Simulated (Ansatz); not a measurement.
`BC[SiH2]Cl` → `BC` + `[SiH]Cl` at 298.15 K and 1 bar (silylene formation by 1,1-elimination).

Isolated molecules relaxed with PBE0-D4/def2-TZVP in Ansatz; ΔE leaves out vibrations. CBS: MP2 limit from def2 TZ/QZ plus the TZ coupled-cluster correction, frozen cores. This one scheme is used for every species. One conformer a species, not always the lowest.

```tsv
species	CCSD(T)/CBS energy (Eh)	H − E (kJ/mol)	S (J/(mol·K))
`BC[SiH2]Cl`	-815.35378	194.1	335.6
`BC`	-65.83255	158.6	247.5
`[SiH]Cl`	-749.43948	30.7	251.4
```

H − E and S are ideal-gas, rigid-rotor, harmonic terms from PBE0-D4/def2-TZVP, for one conformer and one mirror image of each species. 1 Eh = 2625.50 kJ/mol, R = 8.31446 J/(mol·K).

**Question.** By hand: ΔE, ΔH, ΔS and ΔG.

**Answer.** ΔE = (-65.83255) + (-749.43948) − (-815.35378) = 0.08175 Eh = 214.6 kJ/mol. Δ(H − E) = 158.6 + 30.7 − 194.1 = -4.8, so ΔH = 209.8 kJ/mol. ΔS = 247.5 + 251.4 − 335.6 = 163.3 J/(mol·K). ΔG = 209.8 − 298.15 × (163.3)/1000 = 161.1 kJ/mol.

**Question.** By hand: the equilibrium constant, and the temperature at which ΔG would vanish if ΔH and ΔS stayed fixed.

**Answer.** log₁₀ K = −ΔG/(RT ln 10) = -28.2. ΔG = 0 at ΔH/ΔS = 1285 K.

The number of gas molecules changes by +1, which sets the sign of ΔS. A doubt of 5 kJ/mol in ΔE shifts log₁₀ K by 0.9 here. Other conformers and mirror images would add mixing entropy, several J/(mol·K) or more a flexible species. Modes under 60 cm⁻¹, often nearly free rotors, make the harmonic entropy too high. These are equilibria of isolated gas molecules and say nothing of rates. Largest T1 diagnostic: 0.013 (customary marks: 0.02 for closed shells, 0.045 for open ones).
